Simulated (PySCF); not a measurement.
Bonds (- single, = double, # triple, : aromatic): C1=C2 1.319 Å, C2-C3 1.504 Å, C3-C4 1.474 Å, C4=C5 1.294 Å, C5-F6 1.323 Å, C5-C7 1.487 Å, C7-C4 1.529 Å. C1 carries H8, H9; C2 carries H10; C3 carries H11, H12; C7 carries H13, H14. H9 is cis to C3; H8 is trans to C3.

Theory: shielding tensors at PBE0/pcSseg-1 (GIAO), GFN2-xTB structure, in PySCF 2.14.0 with density-fitted response routines (no solvent, a single conformation, averaged over atoms made equivalent by symmetry, fast rotation or ring inversion, relativity neglected).

Predict the 2D correlation tables (HSQC, COSY, HMBC).

Answers



HSQC (one-bond C–H):
```tsv
δH	δC
5.92 (H10)	141.9 (C2)
5.49 (H9)	123.4 (C1)
5.35 (H8)	123.4 (C1)
3.16 (H11/H12)	33.9 (C3)
1.89 (H13/H14)	23.4 (C7)
```

COSY cross peaks (H two or three bonds apart, from the bond graph; peaks can be absent where the dihedral angle is near 90°):
```tsv
δH	δH
5.92 (H10)	5.49 (H9)
5.92 (H10)	5.35 (H8)
5.92 (H10)	3.16 (H11/H12)
5.49 (H9)	5.35 (H8)
```

HMBC (two and three bonds, from the bond graph):
```tsv
δH	δC
5.92 (H10)	123.4 (C1), 83.5 (C4), 33.9 (C3)
5.49 (H9)	141.9 (C2), 33.9 (C3)
5.35 (H8)	141.9 (C2), 33.9 (C3)
3.16 (H11/H12)	151.9 (C5), 141.9 (C2), 123.4 (C1), 83.5 (C4), 23.4 (C7)
1.89 (H13/H14)	151.9 (C5), 83.5 (C4), 33.9 (C3)
```

References, each an isolated molecule treated in the same way: ¹H (31.72 ppm) and ¹³C (186.93 ppm) against TMS.

Short H···H contacts in this conformer between protons four or more bonds apart (candidates for NOE cross peaks, intensity ∝ r⁻⁶): H9···H12 2.42 Å.

Shifts are as computed. Against solution values, carbons near 30 ppm lie about +3 ppm off and those near 130 ppm about +5 ppm. Of 1309 compounds with measured shifts, 239 miss one by over three times the rms of a fit or turn the order of signals round; such compounds aren't used in these exercises.
